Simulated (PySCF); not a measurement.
Identify the unknown among the candidates.

All candidates are C10H10.

- 1H NMR: chemical shifts (computed TMS as zero) by class: 6.64 (1 H), 6.57 (1 H), 6.55 (1 H), 6.52 (1 H), 6.40 (1 H), 6.19 (1 H), 6.15 (1 H), 5.74 (1 H), 5.37 (1 H), 5.16 (1 H) ppm [GIAO PBE0/pcSseg-1]
- Rotational structure: rotational constants A, B, C: 2.357, 1.160, 0.887 GHz [GFN2-xTB]
- 13C NMR: chemical shifts (computed TMS as zero) by class: 148.6 (1 C), 147.7 (1 C), 145.7 (1 C), 138.6 (1 C), 138.5 (1 C), 138.2 (1 C), 135.7 (1 C), 132.6 (1 C), 126.0 (1 C), 123.1 (1 C) ppm [GIAO PBE0/pcSseg-1]
- Dipole: 0.30 D [PBE0/pcSseg-1]

The electronic properties come from PySCF, for the isolated species, density fitting. Levels stand in brackets. The structure is a single GFN2-xTB conformer in the gas phase; no vibrational or solvent corrections. Each NMR value is the plain mean over a class of atoms that symmetry, rotation or inversion makes alike.

Question: Which candidate is it?
A. `C1=Cc2ccccc2CC1`
B. `CC#CC1=CCC=CC=C1`
C. `CCC#Cc1ccccc1`
D. `C=CC1=CC=CC=CC1=C`

Answer: D. It is `C=CC1=CC=CC=CC1=C`. Numbering: `[CH2:1]=[CH:2][C:3]1=[CH:4][CH:5]=[CH:6][CH:7]=[CH:8][C:9]1=[CH2:10]`. Its formula, C10H10, gives 6 degrees of unsaturation: 1 ring and 5 π bonds in the structure found (Kekulé form). 10 carbons fall into 10 classes; from least to most shielded: fully substituted alkene carbon [C9] (148.6 ppm), alkene CH carbon [C2] (147.7 ppm), fully substituted alkene carbon [C3] (145.7 ppm), alkene CH carbon [C8] (138.6 ppm), alkene CH carbon [C6] (138.5 ppm), alkene CH carbon [C5] (138.2 ppm), alkene CH carbon [C7] (135.7 ppm), alkene CH carbon [C4] (132.6 ppm), terminal =CH2 carbon [C10] (126.0 ppm), terminal =CH2 carbon [C1] (123.1 ppm). Hydrogen classes from least to most shielded: 1 H on an alkene CH carbon, C5 (6.64 ppm), 1 H on an alkene CH carbon, C2 (6.57 ppm), 1 H on a terminal =CH2 carbon, C1 (6.55 ppm), 1 H on an alkene CH carbon, C6 (6.52 ppm), 1 H on an alkene CH carbon, C7 (6.40 ppm), 1 H on an alkene CH carbon, C8 (6.19 ppm), 1 H on an alkene CH carbon, C4 (6.15 ppm), 1 H on a terminal =CH2 carbon, C10 (5.74 ppm), 1 H on a terminal =CH2 carbon, C1 (5.37 ppm), 1 H on a terminal =CH2 carbon, C10 (5.16 ppm). The optimised geometry has point group C1 and is an asymmetric top.

The others, at the same levels:
- `CCC#Cc1ccccc1` fails: it has 8 carbon classes against 10; its computed 13C shifts are 138.5 (2 C), 133.6 (2 C), 132.5 (1 C), 128.9 (1 C), 101.8 (1 C), 88.2 (1 C), 16.9 (1 C), 16.5 (1 C) ppm, 1H shifts are 7.75 (2 H), 7.57 (2 H), 7.50 (1 H), 2.63 (2 H), 1.33 (3 H) ppm and rotational constant A is 4.511 GHz (against 2.357 GHz).
- `C1=Cc2ccccc2CC1` fails: its computed 13C shifts are 140.6 (1 C), 138.8 (1 C), 136.4 (1 C), 136.0 (1 C), 133.1 (1 C), 132.8 (1 C), 132.2 (1 C), 131.6 (1 C), 31.7 (1 C), 27.2 (1 C) ppm, 1H shifts are 7.47 (1 H), 7.41 (1 H), 7.40 (1 H), 7.27 (1 H), 6.80 (1 H), 6.32 (1 H), 2.81 (2 H), 2.37 (2 H) ppm and rotational constant A is 2.951 GHz (against 2.357 GHz).
- `CC#CC1=CCC=CC=C1` fails: its computed 13C shifts are 140.6 (1 C), 137.2 (1 C), 132.0 (1 C), 129.7 (1 C), 126.2 (1 C), 124.2 (1 C), 94.0 (1 C), 85.8 (1 C), 32.5 (1 C), 5.7 (1 C) ppm, 1H shifts are 7.14 (1 H), 6.99 (1 H), 6.51 (1 H), 5.75 (1 H), 5.50 (1 H), 2.17 (3 H), 2.13 (2 H) ppm and rotational constant A is 3.333 GHz (against 2.357 GHz).

Each candidate is one conformer, not necessarily the lowest. The conformers computed, where there is a choice (atom-mapped SMILES and torsion angles):
- `[CH2:1]=[CH:2][C:3]1=[CH:4][CH:5]=[CH:6][CH:7]=[CH:8][C:9]1=[CH2:10]`: C1–C2–C3–C4 167°
